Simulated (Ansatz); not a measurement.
Relaxation of Cl2F4HMo (8 atoms, charge 0, multiplicity 2), to a largest force component of 0.03 eV/Å in at most 50 steps.

Method: UKS PBE/def2-SVP (Ansatz 0.2.0).

```xyz
8
Properties=species:S:1:pos:R:3
Mo 0.000 0.000 -0.052
Cl -0.001 -0.001 2.256
F 1.850 0.000 -0.050
F 0.000 1.850 -0.050
F -1.851 0.000 -0.049
F 0.000 -1.851 -0.049
Cl 0.001 0.001 -2.357
H 0.003 0.003 4.831
```

Task: Where does it end, and by what steps?

Result: The forces met the threshold. The force dipped under the threshold on the way, but the program's further checks kept it going. After 6 steps the energy has fallen by 0.035 eV; H8 moved furthest, 0.79 Å.

```csv
step,energy less start (eV),largest force component (eV/Å),accepted
0,0.0000,0.154,yes
1,-0.0058,0.112,yes
2,-0.0216,0.062,yes
3,-0.0308,0.023,yes
4,-0.0334,0.022,yes
5,-0.0351,0.010,yes
6,-0.0353,0.004,yes
```

```xyz
8
Properties=species:S:1:pos:R:3
Mo -0.001 -0.001 -0.163
Cl -0.006 -0.006 2.140
F 1.850 -0.001 -0.159
F -0.001 1.850 -0.159
F -1.852 -0.001 -0.166
F -0.001 -1.852 -0.166
Cl 0.003 0.003 -2.465
H 0.009 0.009 5.618
```

Whether the end is a true minimum wasn't checked by a vibrational analysis.

Run time: 53 s on 4 threads of Arm Neoverse V1, with other jobs on the host, peak memory 0.36 GiB.
